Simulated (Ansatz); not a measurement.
Cartesian coordinates (Å):
SMILES: [SiH3][Si@@H]1C[SiH2]1
```xyz
12

Si     2.1230     0.3797    -0.4201
Si     0.2276    -0.7894     0.2300
C     -1.3946    -0.3070    -0.6562
Si    -1.5287     0.2996     1.1279
H      3.1604     0.3416     0.6443
H      2.7091    -0.1648    -1.6753
H      1.7202     1.7925    -0.6558
H      0.3818    -2.2448     0.4813
H     -1.3263     0.4448    -1.4391
H     -2.0456    -1.1275    -0.9494
H     -2.5225    -0.3916     1.9820
H     -1.5054     1.7672     1.3292
```
Charge 0, spin multiplicity 1.

Method: Ansatz (a quantum-chemistry and plane-wave program) with frozen-core CCSD(T)/cc-pVTZ // PBE0-D3(BJ)/def2-TZVP.

The HF energy comes out as -909.32746 Ha. The MP2 correlation energy is -0.54587 Ha.

Estimate the CCSD correlation energy, the (T) correction, the total energy and the T1 diagnostic.


The CCSD correlation energy is -0.61152 Ha and the (T) correction is -0.02559 Ha. The CCSD(T) total energy is -909.96457 Ha and the T1 diagnostic is 0.013.
